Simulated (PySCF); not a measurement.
## Mayer bond orders and bond lengths

C₅H₁₁FO₃Si.
SMILES with atom numbers: `[CH3:1][O:2][Si:3]1([CH2:4][F:5])[O:6][CH2:7][CH2:8][CH2:9][O:10]1` (hydrogens: H11, H12, H13 on C1; H14, H15 on C4; H16, H17 on C7; H18, H19 on C8; H20, H21 on C9)

Cartesian coordinates in Å at the GFN2-xTB level; atoms count from 1:
```
atom  x, y, z in Å
C1    -1.986   -2.298   -0.277
O2    -2.018   -0.944    0.103
Si3   -0.800    0.103    0.172
C4    -1.655    1.707    0.771
F5    -0.714    2.720    0.882
O6    -0.080    0.323   -1.279
C7     1.264    0.752   -1.343
C8     2.156   -0.058   -0.407
C9     1.695    0.092    1.040
O10    0.370   -0.367    1.212
H11   -3.004   -2.681   -0.200
H12   -1.633   -2.397   -1.304
H13   -1.330   -2.864    0.386
H14   -2.109    1.606    1.757
H15   -2.412    2.073    0.077
H16    1.582    0.631   -2.383
H17    1.313    1.813   -1.075
H18    3.188    0.279   -0.499
H19    2.095   -1.112   -0.687
H20    1.749    1.144    1.340
H21    2.321   -0.504    1.711
```

Bond orders from the PBE0/pcSseg-1 density (PySCF). One conformer (not necessarily the lowest) at the GFN2-xTB geometry, without solvent, vibrations or thermal averaging.

Task: Where do the orders between heavy atoms depart from those drawn in the SMILES?

Result: The largest departure is 0.186, at C4–F5 (drawn single, 0.814). Drawn single, order below 0.88: C1–O2 (0.871), Si3–C4 (0.862), C4–F5 (0.814), O6–C7 (0.879) and C9–O10 (0.878).

Task: Set the Mayer orders of the bonds between heavy atoms beside their lengths.

Result: 
```
   bond  drawn as  length (Å)  Mayer order
  C1–O2    single       1.407        0.871
 O2–Si3    single       1.607        1.060
 Si3–C4    single       1.914        0.862
  C4–F5    single       1.387        0.814
 Si3–O6    single       1.635        0.973
  O6–C7    single       1.412        0.879
  C7–C8    single       1.526        1.037
  C8–C9    single       1.526        1.037
 C9–O10    single       1.412        0.878
O10–Si3    single       1.634        0.973
```

By pair of heavy elements: C–O: all 3 within 0.02 of one another (0.871 to 0.879). O–Si: lowest Si3–O6 and O10–Si3 (0.973, 1.635 Å), highest O2–Si3 (1.060, 1.607 Å). C–C: all 2 within 0.02 of one another (1.037 to 1.037). Bonds named together lie within 0.004.

Task: And the bonds to hydrogen?

Result: C–H: 0.94 to 0.97 (11 bonds).

Task: Sum the orders of all bonds at each heavy atom with more than one neighbour and set the sums beside the valence in the SMILES.

Result: C1 3.774 (drawn 4), O2 1.931 (drawn 2), Si3 3.868 (drawn 4), C4 3.574 (drawn 4), O6 1.852 (drawn 2), C7 3.817 (drawn 4), C8 3.953 (drawn 4), C9 3.816 (drawn 4), O10 1.851 (drawn 2). Orders between atoms that aren't bonded are not in these sums.

The Mayer order sums products of elements of PS (density times overlap matrix) between the two atoms' basis functions, so it depends on the basis set.
